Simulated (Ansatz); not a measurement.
Ligand exchange on a metal centre used in film growth or etching (Zn OH-H). Gas-phase values, no solvent. One relaxed conformer stands for each flexible species; it need not be the lowest.

Quantity: redistribution energy (mixed species minus the weighted end members), in kcal/mol.

Case: 1 of 2 OH replaced by H: [Zn(OH)(H)]. The other species in the difference include [Zn(OH)2] (neutral, multiplicity 1). Geometry of [Zn(OH)(H)] (neutral, multiplicity 1, Å):

```xyz
4

Zn     0.0374    -0.0212     0.0514
O     -1.1119    -1.1223     0.8547
H     -0.7206    -1.9778     1.1078
H      0.9243     1.0014    -0.6424
```

Question: Predict the redistribution energy (mixed species minus the weighted end members) from frozen-core MP2/def2-TZVPP // PBE-D3(BJ)/def2-SVP (Ansatz, an electronic-structure program).

Answer: -3.24 kcal/mol.
